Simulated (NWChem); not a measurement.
# thienothiophene (C₆H₄S₂); SMILES c1csc2ccsc12

Program: NWChem. Structure relaxed at the B3LYP/6-31G* (spherical d) level. Level M06-2X/def2-SVP: energy and gradient on several grids; changes count from the extra-fine grid, which is no exact limit either.

Q: Which is the coarsest grid (xcoarse; coarse; medium; fine; xfine) from which on the energy stays within 100 μHa and each gradient component within 200 μHa/bohr of xfine?

A: fine.
| grid | size of the energy change (μHa) | largest change of a gradient component (μHa/bohr) | time, medium = 1 (rough) |
|---|---|---|---|
| xcoarse | 30000 | 5000 | about 1 |
| coarse | 2000 | 700 | about 1 |
| medium | 200 | 400 | about 1 |
| fine | < 10 | 70 | about 1 |
| xfine | < 10 | < 30 | 2 |
